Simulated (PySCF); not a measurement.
C4H5F3.

```xyz
12

C     -1.4189     1.3995     0.0000
C     -0.1850     0.8940     0.0000
C      1.0774     1.6954     0.0000
C      0.0147    -0.5978     0.0000
F      0.7147    -0.9850    -1.0757
F      0.7147    -0.9850     1.0757
F     -1.1281    -1.2819     0.0000
H     -2.2986     0.7535     0.0000
H     -1.5784     2.4805     0.0000
H      1.6877     1.4581    -0.8854
H      0.8599     2.7712     0.0000
H      1.6877     1.4581     0.8854
```
Charge 0, spin multiplicity 1.

Geometry optimised at PBE0-D3(BJ)/def2-SVP.

Method: PySCF with B3LYP/pcSseg-1. Non-relativistic, no solvent.

Computed absolute GIAO shielding of each atom: isotropic value and principal components (ppm):
```
atom  σ(iso)    σ11    σ22    σ33   span
----  ------  -----  -----  -----  -----
C1      55.0  -55.3   67.9  152.5  207.8
C2      33.1  -86.4   48.2  137.6  224.0
C3     160.3  149.5  149.8  181.7   32.2
C4      48.6   45.0   45.1   55.6   10.6
F5     255.8  168.4  257.6  341.6  173.2
F6     255.8  168.4  257.6  341.6  173.2
F7     270.3  186.9  274.9  349.2  162.3
H8      25.6   22.6   23.7   30.5    7.9
H9      26.0   23.3   24.9   29.7    6.4
H10     29.3   24.9   28.5   34.4    9.5
H11     29.6   25.8   28.3   34.8    9.0
H12     29.3   24.9   28.5   34.4    9.5
```
